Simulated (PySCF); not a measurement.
CH5GaSe2. Atoms are numbered in the order given.

```xyz
9

Ga     0.6226     0.0002     0.0000
C      2.5774    -0.0112     0.0000
H      2.9514    -0.5417     0.8899
H      2.9514    -0.5417    -0.8899
H      2.9867     1.0097     0.0000
Se    -0.6613    -1.9235     0.0000
H      0.5085    -2.8086     0.0000
Se    -0.5823     1.9721     0.0000
H     -1.8800     1.2902     0.0000
```

The structure is a stationary point at ωB97X-D3(BJ)/def2-SVP. One conformer was computed; it need not be the lowest.

Method: HF/pcSseg-1 run with PySCF.

GIAO shieldings, no solvent; atoms listed in one row are averaged. δ = σ(ref) − σ: ¹³C against TMS (σ = 192.6 ppm); ¹H against TMS (σ = 31.99 ppm); ⁷⁷Se against Me2Se (σ = 1942.8 ppm), references at their B3LYP-D3(BJ)/def2-TZVP geometries, non-relativistic.

Computed chemical shifts:
```tsv
nucleus	atoms	count	δ (ppm)
¹³C	C2	1	-2.8
¹H	H7, H9	2	1.22
¹H	H3, H4, H5	3	0.62
⁷⁷Se	Se8	1	-244.6
⁷⁷Se	Se6	1	-271.1
```
